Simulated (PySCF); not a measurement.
# Ionisation energy of Au⁺ by level of theory

Au⁺ [Xe] 4f14 5d10 (1S) → Au²⁺ [Xe] 4f14 5d9 (2D), as a difference of total energies. Calculation: PySCF 2.14, in aug-cc-pwCVTZ-PP with ECP60MDF (8s8p7d4f3g, 122 functions); a scalar-relativistic core potential. Correlated levels: valence: 5s2 5p6 frozen. The calculations carry no spin-orbit coupling.

| method | ionisation energy (eV) | difference from reference (eV) |
| --- | --- | --- |
| UHF | 18.918 | -1.285 |
| MP2 (valence) | 20.908 | +0.705 |
| SCS-MP2 (valence) | 20.737 | +0.534 |
| CCSD (valence) | 20.525 | +0.322 |
| CCSD(T) (valence) | 20.652 | +0.449 |

Reference: 20.203 ± 0.025 eV (measured; NIST Atomic Spectra Database, ionization energies).

The reference lies between the lowest fine-structure levels, while these numbers refer to the centres of the terms.

Errors of the correlated levels include the incompleteness of this basis and the frozen core.
